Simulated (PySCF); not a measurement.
Species: BH7O2SSi2.
SMILES: `[SiH2](S[SiH3])B(O)O`

Torsions of this conformer, `[OH:1][B:2]([OH:3])[SiH2:4][S:5][SiH3:6]`: O1–B2–Si4–S5 178°, B2–Si4–S5–Si6 180°, H–O1–B2–O3 0°, H–O3–B2–O1 180°.

The closed-shell ground state was solved at several levels (PySCF, density fitting, gas phase, non-relativistic). Geometry: PBE0-D3(BJ)/def2-SVP, one conformer, isolated molecule.

```tsv
level	basis functions	total energy (Eh)	HOMO (eV)	LUMO (eV)	gap (eV)	dipole (D)
B3LYP/cc-pVTZ	290	-1157.0141	-7.22	-0.50	6.72	0.38
B3LYP/def2-TZVP	246	-1157.0115	-7.25	-0.57	6.68	0.37
```

Estimate the row for B3LYP/6-31G*, a basis of 110 functions; the other rows only guide the guess.

Total energy -1156.8174 Eh, HOMO -7.05 eV, LUMO -0.33 eV, gap 6.72 eV, dipole 0.27 D.

How much does the basis alone move the frontier levels among the 3 B3LYP rows (the withheld one included)?

The HOMO by 0.20 eV and the LUMO by 0.24 eV. By rising basis size (HOMO, LUMO in eV): 6-31G* -7.05, -0.33; def2-TZVP -7.25, -0.57; cc-pVTZ -7.22, -0.50.

How far do the dipole and the HOMO energy spread over the levels?

The dipole runs from 0.27 to 0.38 D (mean 0.34 D) and the HOMO from -7.25 to -7.05 eV.
